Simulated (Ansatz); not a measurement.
Which level was it?

AlCl2F: 4 atoms, total charge 0, spin state singlet. As SMILES, `[F][Al]([Cl])[Cl]`. The coordinates come from a PBE0-D4/def2-TZVP relaxation.

```xyz
4

F     0.0874    0.3882    1.6824
Al    0.0048    0.0215    0.0936
Cl    1.2230   -1.4637   -0.6634
Cl   -1.3153    1.0539   -1.1125
```

A calculation with Ansatz 0.2.0 gave:

```
total energy  : -1258.0835 Eh
dipole moment : 0.22 D
HOMO energy   : -8.53 eV
LUMO energy   : -3.01 eV
HOMO–LUMO gap : 5.52 eV
largest force : 1.924 eV/Å
```

**Question.** Which of these levels gave the numbers?
A. SVWN5/6-311+G** (Cartesian d past Ne)
B. SVWN5/3-21G
C. SVWN5/6-31G
D. SVWN5/STO-3G

**Answer.** C. The others give -1251.9149 Eh (SVWN5/3-21G), -1243.7122 Eh (SVWN5/STO-3G), -1258.3193 Eh (SVWN5/6-311+G** (Cartesian d past Ne)).
